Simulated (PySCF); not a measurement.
A structure optimised at PBE-D3(BJ)/def2-SVP, used in a PySCF frequency run:

```xyz
10

N      1.4900    -0.7251    -0.4692
Si     0.0007     0.0068    -0.0070
O      0.0200     1.5085     0.7396
O     -0.8031     0.1910    -1.4588
O     -0.7445    -0.9681     1.1365
H      1.9080    -0.4398    -1.3573
H      2.2091    -0.9043     0.2339
H     -0.2246     1.4542     1.6799
H     -1.4315     0.9331    -1.4295
H     -0.6793    -1.9139     0.9170
```

Q: Write its SMILES and formula.

A: N[Si](O)(O)O, H₅NO₃Si

Q: What are its rotational constants (standard atomic weights)?

A: 4.0434, 3.8331, 3.4014 GHz
